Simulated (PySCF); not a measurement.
`[O-]C#CC#CB(F)F`, [C$_{4}$BF$_{2}$O]-, charge -1

Cartesian coordinates in Å; atom numbers follow the order of the lines, from 1:
```xyz
8

O     4.0741    0.8368    0.3498
C     2.8966    0.6022    0.2458
C     1.6846    0.3588    0.1387
C     0.3986    0.1025    0.0260
C    -0.8115   -0.1416   -0.0792
B    -2.2327   -0.4281   -0.1938
F    -2.7643   -1.6233   -0.5803
F    -3.2362    0.4577    0.0685
```

Total charge -1.

Level of theory: quadratic response PBE0/def2-SVPD first hyperpolarisability, Taylor convention, gas phase in PySCF. Geometry: GFN2-xTB.

For a gas-phase anion, states above the detachment energy (about 1.6 eV, taken as minus the energy of the highest occupied orbital) lie in the continuum and depend on the basis.

Give β for the processes computed.

In 10⁻³⁰ esu, Taylor convention; the vector part is βᵢ = ⅓ Σⱼ (βᵢⱼⱼ + βⱼᵢⱼ + βⱼⱼᵢ):
```tsv
process	λ (nm)	β vector norm	β HRS	depolarisation ratio
static β(0;0,0)	∞	8.87	3.50	6.01
second harmonic β(−2ω;ω,ω)	1907	9.69	3.82	6.03
Pockels β(−ω;ω,0)	1907	9.13	–	–
second harmonic β(−2ω;ω,ω)	1064	12.14	4.78	6.07
Pockels β(−ω;ω,0)	1064	9.75	–	–
```

Which lowest excitations and polarisabilities go with it?

S1 2.95 eV (f = 0.000); S2 3.78 eV (f = 0.070); S3 4.45 eV (f = 0.000); isotropic α 90.3 au static, 90.9 au at 1907 nm, 92.4 au at 1064 nm, 93.0 au at 953.5 nm, 100.2 au at 532 nm.
